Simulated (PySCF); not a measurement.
C$_{3}$H$_{9}$GaO (SMILES CC[O][GaH][CH3]), singlet, at a GFN2-xTB geometry (such geometries of metal compounds can be far from the true shape), with bond 11-8 at 1.8 times its length; PySCF with CASCI(2,4)+NEVPT2/STO-3G.

PySCF was given this input:
```python
from pyscf import gto, scf, mcscf, mrpt
import numpy

mol = gto.M(
    atom='''
Ga    0.079191   -0.256835    0.791716
H    -0.707529   -1.610415    0.940385
C     1.145023    0.795142    2.148471
H     2.188470    0.836124    1.829718
H     1.095985    0.364471    3.148712
H     0.762625    1.817429    2.177763
O     0.087914    0.531096   -0.751537
C    -0.328878    0.508240   -2.095239
C    -1.159979   -0.728288   -2.413214
H    -0.917510    1.413854   -2.290410
H     1.276631    0.552800   -3.245735
H    -2.042722   -0.745801   -1.772999
H    -1.468866   -0.723262   -3.455769
H    -0.568759   -1.622855   -2.214018
''',
    basis='sto-3g',
    charge=0,
    spin=0,
    verbose=4,
)

mf = scf.RHF(mol)
mf.kernel()
mc = mcscf.CASCI(mf, 4, 2)
mc.fix_spin_(ss=0.0)
mc.kernel()
occ = numpy.linalg.eigvalsh(mc.fcisolver.make_rdm1(mc.ci, mc.ncas, mc.nelecas))[::-1]
ss = mc.fcisolver.spin_square(mc.ci, mc.ncas, mc.nelecas)[0]
print('natural occupations', occ.round(4), ' <S^2>', round(ss, 4))
e2 = mrpt.NEVPT(mc).kernel()
print('E(NEVPT2) = %.10f' % (mc.e_tot + e2))
```

It wrote (shortened):

```
PySCF version 2.14.0

[INPUT] verbose = 4
[INPUT] num. atoms = 14
[INPUT] num. electrons = 66
[INPUT] charge = 0
[INPUT] spin (= nelec alpha-beta = 2S) = 0
[INPUT] symmetry False subgroup None
[INPUT] Mole.unit = angstrom
[INPUT] Symbol           X                Y                Z      unit          X                Y                Z       unit  Magmom
[...]
nuclear repulsion = 350.403784671602
number of shells = 29
number of NR pGTOs = 141
number of NR cGTOs = 47
basis = sto-3g
ecp = {}

******** <class 'pyscf.scf.hf.RHF'> ********
method = RHF
initial guess = minao
damping factor = 0
level_shift factor = 0
DIIS = <class 'pyscf.scf.diis.CDIIS'>
diis_start_cycle = 1
diis_space = 8
diis_damp = 0
SCF conv_tol = 1e-09
SCF conv_tol_grad = None
SCF max_cycles = 50
direct_scf = True
direct_scf_tol = 1e-13
Set gradient conv threshold to 3.16228e-05
Initial guess from minao.
init E= -2089.75962715153
[...]
cycle= 1 E= -2091.78722741423  delta_E= -2.03  |g|= 0.671  |ddm|=  4.2
[...]
cycle= 2 E= -2091.96575929594  delta_E= -0.179  |g|= 0.293  |ddm|= 1.46
[...]
cycle= 3 E= -2091.99329443206  delta_E= -0.0275  |g|= 0.0653  |ddm|= 0.438
[...]
cycle= 4 E= -2091.99517915721  delta_E= -0.00188  |g|= 0.0157  |ddm|= 0.11
[...]
cycle= 5 E= -2091.9954111514  delta_E= -0.000232  |g|= 0.00671  |ddm|= 0.05
[...]
cycle= 6 E= -2091.99545417081  delta_E= -4.3e-05  |g|= 0.00367  |ddm|= 0.0173
[...]
cycle= 7 E= -2091.9954824485  delta_E= -2.83e-05  |g|= 0.00172  |ddm|= 0.021
[...]
cycle= 8 E= -2091.99549120567  delta_E= -8.76e-06  |g|= 0.001  |ddm|= 0.0114
[...]
cycle= 9 E= -2091.9954949524  delta_E= -3.75e-06  |g|= 0.000435  |ddm|= 0.00959
[...]
cycle= 10 E= -2091.99549557791  delta_E= -6.26e-07  |g|= 0.000211  |ddm|= 0.00389
[...]
cycle= 11 E= -2091.99549569694  delta_E= -1.19e-07  |g|= 8.04e-05  |ddm|= 0.00175
[...]
cycle= 12 E= -2091.99549571313  delta_E= -1.62e-08  |g|= 2.08e-05  |ddm|= 0.00076
[...]
cycle= 13 E= -2091.99549571395  delta_E= -8.28e-10  |g|= 9.5e-06  |ddm|= 0.000137
[...]
Extra cycle  E= -2091.99549571412  delta_E= -1.61e-10  |g|= 7.55e-06  |ddm|= 2.99e-05
converged SCF energy = -2091.99549571412

******** <class 'pyscf.mcscf.casci.CASCI'> ********
CAS (1e+1e, 4o), ncore = 32, nvir = 11
natorb = False
canonicalization = True
sorting_mo_energy = False
******** <class 'pyscf.fci.addons.SpinPenaltyFCISolver'> ********
max. cycles = 200
conv_tol = 1e-08
davidson only = True
linear dependence = 1e-12
level shift = 0.001
max iter space = 12
nroots = 1
pspace_size = 400
spin = None
Density matrix diagonal elements [1.85860656e+00 5.74619735e-02 8.35398834e-02 3.91580642e-04]
CASCI converged
CASCI E = -2092.03616971477  E(CI) = -0.893777544803015  S^2 = 0.0000000
natural occupations [1.8587e+00 1.4040e-01 8.0000e-04 0.0000e+00]  <S^2> 0.0

******** <class 'pyscf.mrpt.nevpt2.NEVPT'> ********
NEVPT2 (1e+1e, 4o), ncore = 32, nvir = 11
root = 0
Natural occ [1.85872855e+00 1.40448902e-01 7.90736958e-04 3.18080615e-05]
Natural orbital (expansion on meta-Lowdin AOs) in CAS space
               #1        #2        #3        #4
0 Ga 1s         -0.00003   0.00010   0.00023  -0.00135
0 Ga 2s          0.00014   0.00015   0.00040  -0.00243
0 Ga 3s         -0.00007  -0.00188  -0.00456   0.02685
0 Ga 4s          0.01269  -0.04277  -0.10860   0.63220
0 Ga 2px        -0.00007   0.00006   0.00068   0.00018
0 Ga 2py         0.00016  -0.00006  -0.00045   0.00006
0 Ga 2pz        -0.00006   0.00009  -0.00020  -0.00014
0 Ga 3px         0.00353  -0.00189  -0.01833  -0.00409
0 Ga 3py        -0.00393   0.00176   0.01165   0.00062
0 Ga 3pz         0.00187  -0.00198   0.00581   0.00143
0 Ga 4px        -0.13980   0.07669   0.74125   0.17401
0 Ga 4py         0.18113  -0.06726  -0.48116   0.02712
0 Ga 4pz        -0.04235   0.05728  -0.22033  -0.14136
0 Ga 3dxy        0.14366  -0.01179   0.00077   0.16847
0 Ga 3dyz        0.04267   0.00940   0.02404  -0.03867
0 Ga 3dz^2      -0.12561  -0.00601   0.01906   0.08005
0 Ga 3dxz       -0.12371   0.00286  -0.06981   0.06701
0 Ga 3dx2-y2    -0.05461   0.01008   0.04919  -0.07475
1 H 1s          -0.08848   0.02551   0.06640  -0.37074
2 C 1s          -0.00013   0.00001  -0.00068   0.00371
2 C 2s           0.01450  -0.00010   0.04551  -0.24805
2 C 2px         -0.00603  -0.00907  -0.05398   0.18752
2 C 2py         -0.04716   0.00324  -0.02361   0.19933
2 C 2pz         -0.02121  -0.00077  -0.03702   0.22970
3 H 1s           0.00860  -0.00339  -0.09907   0.00833
4 H 1s           0.01574  -0.00861  -0.00253   0.06298
5 H 1s          -0.04178   0.00924   0.08206   0.03700
6 O 1s           0.00053  -0.00078  -0.00071   0.00428
6 O 2s          -0.05266   0.05102   0.04645  -0.27303
6 O 2px         -0.46042   0.16820  -0.28386   0.01408
6 O 2py         -0.02884  -0.01485   0.13989   0.16050
6 O 2pz          0.15553  -0.07815   0.09426  -0.06272
7 C 1s           0.00008   0.00225  -0.00019  -0.00078
7 C 2s           0.11201  -0.28633   0.01988   0.06987
7 C 2px          0.35443  -0.51663   0.01727   0.04770
7 C 2py          0.00048  -0.00610   0.00850   0.01654
7 C 2pz         -0.18606   0.34475  -0.07196   0.22425
8 C 1s           0.00074  -0.00069   0.00000   0.00023
8 C 2s          -0.04318   0.02960  -0.00048  -0.00291
8 C 2px         -0.10003   0.02558  -0.01121   0.01252
8 C 2py         -0.08005   0.06857   0.00108   0.02197
8 C 2pz          0.00145   0.02982  -0.00702   0.02632
9 H 1s          -0.10829   0.07142  -0.06031  -0.03167
10 H 1s          0.64888   0.66812   0.02459   0.01373
11 H 1s          0.10463  -0.12142   0.01365  -0.02788
12 H 1s          0.00048   0.03827  -0.01813   0.06650
13 H 1s         -0.04190   0.05794   0.00047  -0.01615
<CAS-nat-orb|mo-hf>  33     33       0.99996704
<CAS-nat-orb|mo-hf>  34     34       0.63651769
<CAS-nat-orb|mo-hf>  34     35       0.76972748
<CAS-nat-orb|mo-hf>  35     34       0.76211278
<CAS-nat-orb|mo-hf>  35     35      -0.61807996
<CAS-nat-orb|mo-hf>  36     36       0.98007049
Sr    (-1)',   E = -0.00067484784926
Si    (+1)',   E = -0.03339128669297
Sijrs (0)  ,   E = -0.15257708193862
Sijr  (+1) ,   E = -0.06334883219842
Srsi  (-1) ,   E = -0.00422782946940
Srs   (-2) ,   E = -0.00008640259418
Sij   (+2) ,   E = -0.01836393150592
Sir   (0)' ,   E = -0.01054914722908
Nevpt2 Energy = -0.283219359477857
E(NEVPT2) = -2092.3193890742
```
